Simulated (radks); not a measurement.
Task: Spherical quantum dot in the effective-mass picture: electrons in a well V = -V0 / (1 + exp((r - R)/a)) with V0 = 13.5, R = 4.52, a = 0.21, with a point charge +2 (a donor) at the centre, all in effective atomic units (hartree* = m*/eps^2 hartree, bohr* = eps/m* bohr), one dielectric constant everywhere. Method: non-relativistic Kohn-Sham, LDA (Slater exchange, Perdew-Wang correlation), spin-polarised, spherical densities; computed with a radial shooting solver with Libxc functionals. Levels are named by radial order and angular momentum (1s, 1p, 1d, 2s, ...), and open shells are averaged over m. At N = 4 the configuration is 1s2 1p(up 2, down 0). Does electron 5 go into 1p up or 1p down or 2s up?

Result: Into 1p up. The total energies of the other choices lie higher by 0.0245 hartree* (2s up), 0.0661 hartree* (1p down).
